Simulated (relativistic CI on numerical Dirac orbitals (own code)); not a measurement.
## Cu²⁺ in a cubic cluster: 3p photoemission with charge transfer

Computed with a charge-transfer multiplet model of a cubic metal-ligand cluster with up to one ligand hole, Slater and spin-orbit integrals from Dirac-Coulomb-Breit ions, Slater integrals scaled by 0.8. The ground state mixes d9 with configurations of k ligand holes L, whose averages lie at kΔ + k(k − 1)U_dd/2; a core hole lowers each added d electron by U_cd. 20 K, Lorentzian 0.9 eV and Gaussian 0.8 eV FWHM.

Atomic integrals in eV (Slater integrals scaled, ζ unscaled), ground: F2dd 11.066, F4dd 6.905, zeta_d 0.099; with the core hole: F2dd 11.066, F4dd 6.905, zeta_d 0.108, zeta_core 1.726, F2cd 11.934, G1cd 14.725, G3cd 8.972.

Cluster parameters (eV): U_dd = 7, U_cd = 8.2, 10Dq = 0.25, 10Dq(ligand) = 1.5, V(eg) = 2.15, V(t2g) = -1.14, final-state hopping factor = 1.

| Case | n_d | d9 | d10L | S |
| --- | --- | --- | --- | --- |
| Δ = 0.1 eV | 9.57 | 0.43 | 0.57 | 0.50 |
| Δ = 1.1 eV | 9.46 | 0.54 | 0.46 | 0.50 |
| Δ = 2.1 eV | 9.35 | 0.65 | 0.35 | 0.50 |
| Δ = 4.1 eV | 9.19 | 0.81 | 0.19 | 0.50 |
| Δ = 5.1 eV | 9.14 | 0.86 | 0.14 | 0.50 |

Weights, n_d and S are thermal averages at 20 K. Binding energies count from the first peak over 30 % of the highest in each spectrum, which can be another peak from case to case. The parameters are a model scan and need not match a compound or its usual spin state. Peaks in eV (height, largest 100):
- Δ = 0.1 eV: 0.0 (100), 2.5 (53), 6.8 (7), 11.3 (11), 18.6 (8)
- Δ = 1.1 eV: 0.0 (100), 2.5 (53), 5.5 (10), 6.0 (10), 7.8 (6), 10.4 (16), 17.7 (12)
- Δ = 2.1 eV: 0.0 (100), 2.6 (53), 4.6 (14), 7.2 (8), 9.7 (23), 17.0 (16)
- Δ = 4.1 eV: 0.0 (100), 2.6 (48), 8.2 (33), 15.4 (24)
- Δ = 5.1 eV: 0.0 (100), 2.7 (42), 7.8 (35), 14.8 (27)

Curve for Δ = 0.1 eV (points under 2 left out, the grid thinned):

(E (eV), Intensity): (-3.6, 2.6), (-3.1, 3.5), (-2.7, 4.5), (-2.2, 6.8), (-1.8, 10.1), (-1.3, 19.8), (-0.8, 46.5), (-0.4, 82.8), (0.1, 97.2), (0.6, 58.2), (1.0, 33.4), (1.5, 26.2), (1.9, 35.1), (2.4, 52.2), (2.9, 43.4), (3.3, 24.8), (3.8, 11.5), (4.2, 7.3), (4.7, 5.2), (5.2, 4.9), (5.6, 5.7), (6.1, 6.8), (6.6, 7.0), (7.0, 6.9), (7.5, 5.3), (7.9, 4.0), (8.4, 3.8), (8.9, 3.8), (9.3, 3.4), (9.8, 4.0), (10.2, 5.9), (10.7, 9.0), (11.2, 10.8), (11.6, 10.2), (12.1, 8.4), (12.5, 7.9), (13.0, 6.5), (13.5, 3.7), (13.9, 2.2), (17.5, 3.6), (18.0, 6.0), (18.4, 7.6), (18.9, 7.4), (19.3, 4.8), (19.8, 2.2)

For the case Δ = 2.1 eV, Δ = 2.1 eV is smaller than U_dd = 7 eV, the charge-transfer side of the Zaanen-Sawatzky-Allen scheme. With the core hole the configuration with one ligand hole lies at Δ − U_cd = -8.1, -7.1, -6.1, -4.1, -3.1 eV from the one without, in the order of the table; where this is negative the screened configuration lies lower.
